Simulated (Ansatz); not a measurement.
This geometry of CH7NSeSi (11 atoms, charge 0, multiplicity 1) is a first-order saddle point.

All numbers below come from RKS PBE0-D4/def2-SVP in Ansatz.

```xyz
11
Properties=species:S:1:pos:R:3
N 0.066 1.425 -0.015
C 0.712 0.743 1.023
Se 1.203 -1.189 0.623
Si -0.541 -1.510 -0.790
H 0.586 1.790 -0.797
H -0.901 1.691 0.069
H 1.680 1.182 1.312
H 0.072 0.702 1.914
H -1.839 -1.094 -0.171
H -0.399 -0.814 -2.105
H -0.574 -2.982 -1.043
```

(1) Which two structures does it join? (They come from a converged band through this point; their orientation in space is the band's.)

(2) How far does it lie above each of them?

Answers

(1) No bond is made or broken. The height of N1 over the plane of its neighbours goes from -0.35 to 0.34 Å.

Initial state:

```xyz
11
Properties=species:S:1:pos:R:3
N -0.110 1.313 -0.022
C 0.591 0.688 1.062
Se 1.340 -1.041 0.469
Si -0.444 -1.494 -0.885
H 0.528 1.684 -0.723
H -0.718 2.065 0.297
H 1.449 1.246 1.483
H -0.114 0.480 1.880
H -1.737 -1.315 -0.160
H -0.456 -0.741 -2.172
H -0.266 -2.944 -1.208
```

Final state:

```xyz
11
Properties=species:S:1:pos:R:3
N 0.536 1.756 -0.217
C 0.673 0.867 0.870
Se 1.160 -1.065 0.465
Si -0.832 -1.635 -0.457
H 1.371 1.796 -0.794
H -0.254 1.533 -0.816
H 1.499 1.171 1.528
H -0.246 0.829 1.470
H -1.948 -1.554 0.537
H -1.183 -0.725 -1.596
H -0.710 -3.031 -0.969
```

(2) 0.090 eV above the first and 0.139 eV above the second. This is the barrier of this one path; another mechanism may lie lower.

Run time: 4.3 min on 2 threads of Intel(R) Xeon(R) CPU @ 2.80GHz (Skylake/Cascade Lake), with other jobs on the host, peak memory 0.31 GiB.
